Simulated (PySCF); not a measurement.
# Working with the constants of Br₂⁺

PBE0 constants of Br₂⁺, ²Πg (doublet), unpaired electrons π ↑ (basis Br cc-pVTZ-PP with ECP10; scalar-relativistic core potentials; PySCF 2.14; masses 78.9183 and 78.9183 u):

* ωe: 386.1 cm⁻¹
* ωexe: 0.932 cm⁻¹
* Be: 0.088987 cm⁻¹
* αe: 0.000287 cm⁻¹
* D (centrifugal): 1.89e-08 cm⁻¹
* De to Br⁺ + Br: 3.57 eV

(1) Give the vibrational terms G(v) and spacings up to v = 6.

(2) How well does the Morse estimate ωe²/(4ωexe) reproduce De, and what is D0?

Spin–orbit coupling is left out. The state is the lowest determinant that a PBE0 search found; another state may lie lower at other levels.

Answers

(1) G(v) = ωe(v+½) − ωexe(v+½)².

```tsv
v	G(v) (cm⁻¹)	G(v) − G(v−1)	Bv (cm⁻¹)
0	192.8		0.08884
1	577.1	384.2	0.08856
2	959.4	382.4	0.08827
3	1339.9	380.5	0.08798
4	1718.6	378.6	0.08770
5	2095.4	376.8	0.08741
6	2470.3	374.9	0.08712
```

(2) It gives 4.96 eV, 139 % of the computed De. D0 = De − G(0) = 3.57 − 0.02 = 3.55 eV.
